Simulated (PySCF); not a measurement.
A PySCF script (with the pyscf-properties extension) for the NMR shieldings of SMILES C[SiH2][C@@H](Cl)[C@@H](C)[C@H](C)F, C6H14ClFSi, on a GFN2-xTB geometry:

```python
import basis_set_exchange as bse
import numpy as np
from pyscf import gto, dft
from pyscf.prop import nmr

atoms = """
C     3.523406    0.306619   -0.553674
Si    1.912559    0.245535    0.438256
C     0.579979   -0.550231   -0.691209
Cl    1.125805   -2.243501   -0.954682
C    -0.867639   -0.576569   -0.203093
C    -0.985361   -1.167760    1.197741
C    -1.459507    0.838087   -0.243950
C    -2.959213    0.881165    0.007392
F    -1.223421    1.389179   -1.495882
H     4.328284    0.718917    0.046677
H     3.422119    0.926908   -1.440331
H     3.826746   -0.685401   -0.876290
H     2.062651   -0.586271    1.634539
H     1.489153    1.602360    0.808973
H     0.602777   -0.099743   -1.685484
H    -1.445506   -1.198192   -0.899251
H    -2.022156   -1.378926    1.445490
H    -0.429193   -2.100122    1.246826
H    -0.578214   -0.480535    1.936176
H    -0.930349    1.489061    0.463095
H    -3.474128    0.199578   -0.665635
H    -3.326486    1.888650   -0.174180
H    -3.177061    0.608177    1.034421
"""
names = dict.fromkeys(["C", "Si", "Cl", "F", "H"], "pcSseg-1")
basis = {el: gto.basis.parse(bse.get_basis(n, elements=[el], fmt="nwchem")) for el, n in names.items()}
mol = gto.M(atom=atoms, basis=basis, charge=0, verbose=0)
mf = dft.RKS(mol, xc="PBE0")
mf.grids.level = 2
mf.grids.alignment = dft.numint.BLKSIZE   # the property module wants whole blocks of grid points
mf.conv_tol = 1e-9
mf.kernel()

calc = nmr.RKS(mf)   # GIAO
C = mf.mo_coeff
Co = C[:, mf.mo_occ > 0]
resp = mf.gen_response(singlet=True, hermi=2)
def vind(x):   # induced exchange potential for any number of trial vectors
    d = np.einsum("pi,xij,qj->xpq", C, 2 * x.reshape(-1, C.shape[1], Co.shape[1]), Co, optimize=True)
    return np.einsum("xpq,pi,qj->xij", resp(d - d.transpose(0, 2, 1)), C, Co, optimize=True).ravel()
mo1, _ = nmr.rhf.solve_mo1(calc, with_cphf=vind)
sigma = calc.kernel(mo1)
for i, s in enumerate(sigma):   # ppm
    w = np.linalg.eigvalsh((s + s.T) / 2)
    print("%2d %-2s iso %8.1f  s11 %8.1f  s22 %8.1f  s33 %8.1f" % (i, mol.atom_pure_symbol(i), w.mean(), *w))
```

Task: What does it print?

Result: 
```
 0 C  iso    195.6  s11    190.8  s22    196.6  s33    199.6
 1 Si iso    396.8  s11    364.1  s22    402.5  s33    423.8
 2 C  iso    133.7  s11    102.1  s22    137.3  s33    161.7
 3 Cl iso    847.1  s11    674.4  s22    794.0  s33   1073.0
 4 C  iso    135.8  s11    114.1  s22    133.1  s33    160.2
 5 C  iso    171.9  s11    162.0  s22    169.7  s33    184.1
 6 C  iso     91.3  s11     53.8  s22     75.9  s33    144.1
 7 C  iso    164.5  s11    151.3  s22    155.5  s33    186.8
 8 F  iso    378.4  s11    370.5  s22    376.8  s33    387.8
 9 H  iso     31.6  s11     26.6  s22     27.8  s33     40.4
10 H  iso     31.6  s11     26.5  s22     29.3  s33     38.8
11 H  iso     31.0  s11     25.1  s22     30.8  s33     37.1
12 H  iso     27.7  s11     23.5  s22     27.8  s33     31.8
13 H  iso     27.2  s11     22.4  s22     27.3  s33     32.0
14 H  iso     27.6  s11     22.2  s22     28.3  s33     32.5
15 H  iso     29.6  s11     25.8  s22     29.4  s33     33.7
16 H  iso     30.9  s11     25.6  s22     29.3  s33     37.9
17 H  iso     29.9  s11     24.2  s22     31.1  s33     34.4
18 H  iso     31.4  s11     27.3  s22     30.2  s33     36.8
19 H  iso     27.2  s11     26.0  s22     27.4  s33     28.3
20 H  iso     30.4  s11     26.4  s22     29.0  s33     35.9
21 H  iso     30.0  s11     25.7  s22     27.3  s33     37.0
22 H  iso     30.5  s11     25.3  s22     30.1  s33     36.0
```

These numbers come from an equivalent density-fitted implementation of the same equations, which agrees with the script to about 0.01 ppm for H and up to a few tenths of a ppm for heavy atoms, so last digits may differ.

Task: Turn these shieldings into chemical shifts. References, each an isolated molecule treated in the same way: ¹³C (186.93 ppm) and ²⁹Si (349.16 ppm) and ¹H (31.72 ppm) vs TMS; ³⁵Cl (949.78 ppm) vs HCl; ¹⁹F (170.95 ppm) vs CFCl3.

Result: Averaging equivalent atoms: C 6: 95.7; C 2: 53.2; C 4: 51.1; C 7: 22.4; C 5: 15.0; C 0: -8.7; Si 1: -47.7; Cl 3: 103; F 8: -207.4; H 19: 4.49; H 13: 4.48; H 14: 4.07; H 12: 4.02; H 15: 2.07; H 20/21/22: 1.42; H 16/17/18: 0.96; H 9/10/11: 0.32 ppm. Unscaled 19F shifts against computed CFCl3 carry errors that often reach 10 to 50 ppm.

Size and cost of the density-fitted run: 237 basis functions, 100 s wall time on 1 thread of an Arm Neoverse N1, shared host; peak memory 1 GiB.
